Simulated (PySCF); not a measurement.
C₆ coefficients of unlike pairs at UHF

Calculated with PySCF 2.14 from the dipole response of each species, C₆(A,B) = (3/π) ∫ α_A(iu) α_B(iu) du, in atomic units, from isotropic polarisabilities. For ions this is the dispersion term alone; charge-induced terms of lower order in 1/R come first.

```csv
species,configuration,basis,relativity,α (bohr³),C₆ (like pair)
Cr³⁺,[Ar] 3d3 (4F),"x2c-TZVPPall with one added diffuse shell each of s, p, d, f type (7s6p5d3f1g)",spin-free X2C,1.943,4.845
Ta²⁺,[Xe] 4f14 5d3 (4F),aug-cc-pwCVTZ-PP with ECP60MDF (8s8p7d4f3g),core potential,13.31,73.62
Cd²⁺,[Kr] 4d10 (1S),def2-TZVPPD with the def2 core potential (28 electrons) (6s4p3d2f1g),core potential,3.971,17.62
Br⁺,[Ar] 3d10 4s2 4p4 (3P),"x2c-TZVPPall with one added diffuse shell each of s, p, d type (7s6p5d1f)",spin-free X2C,12.27,75.17
```

Task: Estimate C₆ for Br⁺ with Cd²⁺.

Result: The integral gives 33.07. The combination rule 2 C_A C_B / (C_A α_B/α_A + C_B α_A/α_B) gives 33.63 and the geometric mean 36.39.

No spin-orbit coupling is included.

The other pairs:

```json
{"pair": "Cd²⁺, Cr³⁺", "C₆": "9.230"}
{"pair": "Cd²⁺, Ta²⁺", "C₆": "33.44"}
{"pair": "Ta²⁺, Cr³⁺", "C₆": "17.30"}
{"pair": "Br⁺, Ta²⁺", "C₆": "74.02"}
{"pair": "Br⁺, Cr³⁺", "C₆": "17.10"}
```
